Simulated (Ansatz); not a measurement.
Consider the ligand exchange at a Ge–S bond: `[NH2][GeH2][S]CF` + `OBF` → `[NH2][GeH2][O]BF` + `FCS`.

Program: Ansatz. Geometries: PBE0-D4/def2-TZVP. ΔE: electronic, gas phase. CBS: MP2 limit from def2 TZ/QZ plus the TZ coupled-cluster correction, frozen cores. This one scheme is used for every species. DFT in def2-TZVPP. B3LYP here is the variant with VWN-RPA as its local correlation; programs differ in this. For Ge outer-core shells are correlated without core-valence functions, which leaves a few kJ/mol of doubt a bond. Scalar relativity is left out up to krypton. One conformer a species, not always the lowest.

`[NH2][GeH2][S]CF`:

Z-matrix (Å, degrees):
```
Ge
S 1 2.244
N 1 1.829 2 115.5
H 1 1.537 2 105.9 3 118.8
H 1 1.532 2 105.7 3 -119.5
C 2 1.795 1 97.8 3 -76.1
H 3 1.012 1 113.6 2 -66.1
H 3 1.012 1 112.8 2 57.3
F 6 1.381 2 112.6 1 67.4
H 6 1.092 2 111.0 1 -53.1
H 6 1.092 2 107.2 1 -173.6
```

`OBF`:

```xyz
5

O    -0.088   -0.803   -0.597
B     0.108    0.092    0.387
F    -0.111    1.388    0.170
H    -0.387   -0.406   -1.422
H     0.478   -0.271    1.461
```

`[NH2][GeH2][O]BF`:

Cartesian coordinates in Å:
```
N -1.900 0.531 0.315
Ge -0.532 0.171 -0.821
O 1.074 0.420 -0.031
B 1.868 -0.524 0.482
F 3.005 -0.157 1.066
H -2.025 -0.115 1.080
H -1.956 1.480 0.656
H -0.611 -1.300 -1.240
H -0.539 1.193 -1.956
H 1.616 -1.699 0.449
```

`FCS`:

Cartesian coordinates in Å:
```
F -1.256 0.154 -0.858
C -0.264 0.389 0.064
S 1.281 -0.412 -0.349
H -0.622 0.059 1.040
H -0.056 1.461 0.084
H 0.916 -1.651 0.019
```

```
             level  ΔE (kJ/mol)  difference from CCSD(T)/CBS
         r2SCAN-D4         15.3                          3.3
           PBE0-D4         19.9                          7.9
          B3LYP-D4         12.7                          0.7
           ωB97M-V         11.2                         -0.8
            B2PLYP          7.1                         -4.9
               PBE         19.0                          7.0
            r2SCAN         14.4                          2.4
              PBE0         16.7                          4.7
             B3LYP          6.8                         -5.2
     HF/def2-TZVPP         -6.1                        -18.1
SCS-MP2/def2-TZVPP          5.1                         -6.9
CCSD(T)/def2-TZVPP          8.0                         -4.0
     HF/def2-QZVPP         -8.1                        -20.1
    MP2/def2-QZVPP         13.0                          1.0
SCS-MP2/def2-QZVPP          6.5                         -5.5
    CCSD/CBS(def2)          9.1                         -2.9
       CCSD(T)/CBS         12.0                            0
```

Largest T1 diagnostic among the species: 0.013.

In def2-TZVPP, CCSD(T) changes the Hartree–Fock value by +14.1 kJ/mol (the triples alone add +2.9 kJ/mol) and MP2 by +17.6 kJ/mol. The D4 term adds +5.9 kJ/mol with B3LYP and +3.3 kJ/mol with PBE0; it sums over pairs of atoms, weighted by their polarisabilities, and B3LYP, whose exchange is more repulsive, gets the larger term.
